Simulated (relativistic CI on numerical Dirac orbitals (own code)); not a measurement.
**Tb II: what numerical and physical settings do to a radial Dirac CI calculation**

Reference input:

```
atom Tb  Z=65  charge=1  electrons=64
nucleus A=159  rms_radius_fm=5.0600
hamiltonian dirac-coulomb  breit=on  qed=on  c_scale=1
orbitals kli  potential=per-configuration
slater_scale 1
correlation none
mixing on
grid step=0.0125 r_max=129.7
scf mixing=0.4 start=green max_iterations=150 tolerance=2e-08 node_fill=0.05
configurations
  [Xe] 4f9 6s
  [Xe] 4f8 6s2
end
```

Computed lowest total energy -11694.37820 Ha, first excitation 2011.6 cm⁻¹, 30 SCF steps. Runs with settings changed; * marks those that are bad on purpose:

| Changed | Outcome | Lowest level | ΔE (Ha) | First excitation (cm⁻¹) | SCF steps | Message |
| --- | --- | --- | --- | --- | --- | --- |
| nuclear radius 6.578 fm | converged | 4f⁸6s² ⁷F6 | 0.529 | 2011.6 | 30 |  |
| Slater scale 1.2, QED terms off, grid step 0.03 | converged | 4f⁸6s² ⁷F6 | -7.41 | 1958.2 | 30 |  |
| Breit term off, nuclear radius 5.566 fm | converged | 4f⁸6s² ⁷F6 | -10.8 | 2079.1 | 30 |  |
| Slater scale 0.5, SCF tolerance 1e-06 | converged | 4f⁸6s² ⁷F6 | 0.168 | 2278.7 | 26 |  |
| SCF mixing 1.8 * | converged | 4f⁸6s² ⁷F6 | 2.94e-09 | 2011.6 | 42 |  |
| charge 3 * | refused |  |  |  | 0 | configuration [Xe] 4f9 6s has 64 electrons, the ion has 62 |

With so few configurations and no correlation the model can put configurations in the wrong order; the tabulated ground configuration is [Xe] 4f9 6s.
